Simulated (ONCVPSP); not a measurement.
# Transferability test, ONCV potential for tungsten

* Element: tungsten
* Generator: ONCVPSP 4.0.1
* Type: optimised norm-conserving Vanderbilt (ONCV)
* Functional: PBE
* Relativity: scalar-relativistic
* Frozen core: [Kr] 4d10
* Valence charge: 28
* Reference configuration: 4f14 5s2 5p6 5d4 6s2
* Partial waves: 5s+6s: rc 1.80 bohr, ncon 4, nbas 9, qcut 8 1/bohr, 3 projectors, debl 2.7 Ha; 5p: rc 1.30 bohr, ncon 3, nbas 7, qcut 6 1/bohr, 3 projectors, debl 1 Ha; 5d: rc 2.60 bohr, ncon 4, nbas 8, qcut 6.7 1/bohr, 1 projector; 4f: rc 0.95 bohr, ncon 4, nbas 8, qcut 21 1/bohr, 2 projectors, debl 3 Ha
* Local potential: polynomial inside 0.95 bohr (lpopt 4, dvloc0 3 Ha)
* Core correction: none

In the p channel the program set the typed energies aside and used -1.588, 0.250, 1.250 Ha.

Energies are relative to the spin-unpolarised reference configuration 4f14 5s2 5p6 5d4 6s2; without spin polarisation the order of configurations can differ from experiment.

```json
{"valence configuration": "4f14 5s2 5p6 5d4 6s1", "charge": "+1", "ΔE all-electron (eV)": "8.883", "error AE − PS (meV)": "-3.9"}
{"valence configuration": "4f14 5s2 5p6 5d3 6s0", "charge": "+3", "ΔE all-electron (eV)": "49.946", "error AE − PS (meV)": "-13"}
```

What are ΔE and the potential's error for 4f14 5s2 5p6 5d5 6s0?

ΔE = 9.692 eV all-electron; the error (AE − PS) is -11 meV.

What are ΔE and the potential's error for 4f14 5s2 5p6 5d4 6s0?

ΔE = 24.563 eV all-electron; the error (AE − PS) is -13 meV.
